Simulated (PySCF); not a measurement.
A side-by-side comparison of computed properties.

First species: C4H4N4.
InChI=1S/C4H4N4/c1-8-4(2-5)3-6-7-8/h3H,1H3

Second species: C₆H₁₃P.
Atom-mapped SMILES: `[CH3:1]/[CH:2]=[P:3]/[C@H:4]([CH3:5])[CH2:6][CH3:7]` (hydrogens: H8, H9, H10 on C1; H11 on C2; H12 on C4; H13, H14, H15 on C5; H16, H17 on C6; H18, H19, H20 on C7)

Cartesian coordinates in Å at the GFN2-xTB level; atoms count from 1:
```
atom  x, y, z in Å
C1     3.053   -0.777    0.435
C2     1.695   -0.200    0.229
P3     0.790   -0.485   -1.148
C4    -0.782    0.508   -0.803
C5    -0.477    2.001   -0.700
C6    -1.544   -0.004    0.419
C7    -2.001   -1.447    0.247
H8     3.070   -1.397    1.334
H9     3.355   -1.385   -0.414
H10    3.788    0.017    0.576
H11    1.332    0.419    1.041
H12   -1.412    0.350   -1.688
H13    0.129    2.216    0.178
H14   -1.402    2.570   -0.621
H15    0.065    2.343   -1.580
H16   -0.913    0.074    1.307
H17   -2.416    0.636    0.580
H18   -1.142   -2.097    0.078
H19   -2.670   -1.537   -0.606
H20   -2.524   -1.794    1.135
```

Levels: CAM-B3LYP/def2-SVPD for dipole moment, HOMO energy, LUMO energy, HOMO–LUMO gap, static isotropic polarisability and electronic spatial extent ⟨r²⟩ about the centre of nuclear charge; TDDFT CAM-B3LYP/def2-SVPD for lowest singlet excitation; TDA CAM-B3LYP/def2-SVPD for lowest triplet excitation (Tamm–Dancoff); GFN2-xTB for rotational constant A and rotational constant C. Geometries: GFN2-xTB. Each species is one conformer at its optimised geometry, gas phase, non-relativistic unless stated; the electronic structure was computed with PySCF and density fitting.

Dipoles, sizes and rotational constants follow the conformer. The torsions of the flexible species, by atom-mapped SMILES:
- `[CH3:1]/[CH:2]=[P:3]/[C@H:4]([CH3:5])[CH2:6][CH3:7]`: C2–P3–C4–C5 64°, P3–C4–C6–C7 -61°

Values for the first species:

| Property | Result |
| --- | --- |
| Dipole moment | 1.90 D |
| HOMO energy | -9.55 eV |
| LUMO energy | -0.66 eV |
| HOMO–LUMO gap | 8.89 eV |
| Lowest singlet excitation | 5.26 eV |
| Lowest triplet excitation (Tamm–Dancoff) | 4.03 eV |
| Static isotropic polarisability | 70.2 au |
| Electronic spatial extent ⟨r²⟩ about the centre of nuclear charge | 836 bohr² |
| Rotational constant A | 3.895 GHz |
| Rotational constant C | 1.339 GHz |

**Question.** Estimate the same properties for the second species, and the change in each.

**Answer.** 
```csv
property,first,second,second less first
dipole moment,1.90 D,1.33 D,-0.57 D
HOMO energy,-9.55 eV,-8.06 eV,+1.49 eV
LUMO energy,-0.66 eV,-0.16 eV,+0.50 eV
HOMO–LUMO gap,8.89 eV,7.90 eV,-0.99 eV
lowest singlet excitation,5.26 eV,4.49 eV,-0.77 eV
lowest triplet excitation (Tamm–Dancoff),4.03 eV,2.70 eV,-1.33 eV
static isotropic polarisability,70.2 au,100.2 au,+30.0 au
electronic spatial extent ⟨r²⟩ about the centre of nuclear charge,836 bohr²,1194 bohr²,+358 bohr²
rotational constant A,3.895 GHz,2.813 GHz,-1.082 GHz
rotational constant C,1.339 GHz,1.146 GHz,-0.193 GHz
```

On the first: No computed singlet falls in the visible range (750 to 380 nm, 1.65 to 3.26 eV); S1 lies 2.00 eV above its blue end. The principal polarisabilities are 44.2, 73.8 and 92.5 au; their mean is the isotropic value. GFN2-xTB frequencies show an imaginary mode (82i cm⁻¹), so this geometry is no minimum at that level.

On the second: In atomic units the dipole is 0.52 e·bohr (1 au = 2.5417 D). S1 lies 3.41 eV below the HOMO–LUMO gap; its leading configuration is HOMO−1→LUMO, weight 0.96.
